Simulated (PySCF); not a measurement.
Functional dependence of a UV spectrum

Compound: 1,1,1-trifluoro-2,2,2-trichloroethane, C₂Cl₃F₃.
SMILES: `FC(F)(C(Cl)(Cl)Cl)F`

Linear-response calculations in the def2-SVPD basis (PySCF; singlets by full response, triplets Tamm–Dancoff, core orbitals frozen in the response; HF means time-dependent Hartree–Fock). 'Strongest' is the level of largest summed f among the singlets computed (10 roots, of which the last may lack a degenerate partner); it can jump between rows when another state enters that window. S1 is the lowest singlet of each run and needn't be the same state throughout; f(S1) is that of one state. Isolated species at its PBE0-D3(BJ)/def2-SVP geometry, gas phase.

```json
{"functional": "LDA", "kind": "LDA", "S1 (eV)": "5.70", "f(S1)": "0.000", "strongest (eV)": "6.79", "T1 (eV)": "5.38", "HOMO (eV)": "-7.99", "gap (eV)": "5.52", "ionisation energy, ΔSCF (eV)": "11.07"}
{"functional": "PBE", "kind": "GGA", "S1 (eV)": "5.71", "f(S1)": "0.000", "strongest (eV)": "6.49", "T1 (eV)": "5.33", "HOMO (eV)": "-7.86", "gap (eV)": "5.55", "ionisation energy, ΔSCF (eV)": "10.90"}
{"functional": "B3LYP", "kind": "global hybrid, 20% exact exchange", "S1 (eV)": "6.27", "f(S1)": "0.000", "strongest (eV)": "6.79", "T1 (eV)": "5.73", "HOMO (eV)": "-9.03", "gap (eV)": "7.51", "ionisation energy, ΔSCF (eV)": "11.36"}
{"functional": "PBE0", "kind": "global hybrid, 25% exact exchange", "S1 (eV)": "6.45", "f(S1)": "0.000", "strongest (eV)": "6.96", "T1 (eV)": "5.83", "HOMO (eV)": "-9.32", "gap (eV)": "8.05", "ionisation energy, ΔSCF (eV)": "11.46"}
{"functional": "BHandHLYP", "kind": "global hybrid, 50% exact exchange", "S1 (eV)": "6.91", "f(S1)": "0.000", "strongest (eV)": "7.30", "T1 (eV)": "6.15", "HOMO (eV)": "-10.64", "gap (eV)": "10.46", "ionisation energy, ΔSCF (eV)": "11.84"}
{"functional": "wB97X-D", "kind": "range-separated hybrid", "S1 (eV)": "6.65", "f(S1)": "0.000", "strongest (eV)": "7.09", "T1 (eV)": "6.02", "HOMO (eV)": "-11.21", "gap (eV)": "11.75", "ionisation energy, ΔSCF (eV)": "11.71"}
{"functional": "LC-wPBE", "kind": "range-separated hybrid", "S1 (eV)": "6.93", "f(S1)": "0.000", "strongest (eV)": "7.27", "T1 (eV)": "6.12", "HOMO (eV)": "-12.18", "gap (eV)": "13.28", "ionisation energy, ΔSCF (eV)": "12.16"}
{"functional": "HF", "kind": "Hartree–Fock", "S1 (eV)": "7.60", "f(S1)": "0.000", "strongest (eV)": "10.29", "T1 (eV)": "6.62", "HOMO (eV)": "-12.76", "gap (eV)": "14.81", "ionisation energy, ΔSCF (eV)": "not settled"}
```

Question: What does CAM-B3LYP (range-separated hybrid) give?

Answer: S1 (eV) 6.64, f(S1) 0.000, strongest (eV) 7.06, T1 (eV) 5.95, HOMO (eV) -10.71, gap (eV) 10.59, ionisation energy, ΔSCF (eV) 11.75. S1 runs from 5.70 eV (LDA) to 7.60 eV (HF), a spread of 1.91 eV, while the orbital gap spreads over 9.3 eV. Along PBE (0%), B3LYP (20%), PBE0 (25%), BHandHLYP (50%), HF (100%) S1 rises with the share of exact exchange. −ε(HOMO) comes closest to its own ΔSCF ionisation energy with LC-wPBE (+0.02 eV) and misses most with LDA (-3.08 eV). 'Not settled' means that the ion's SCF failed to converge or may have ended in another state than the lowest.
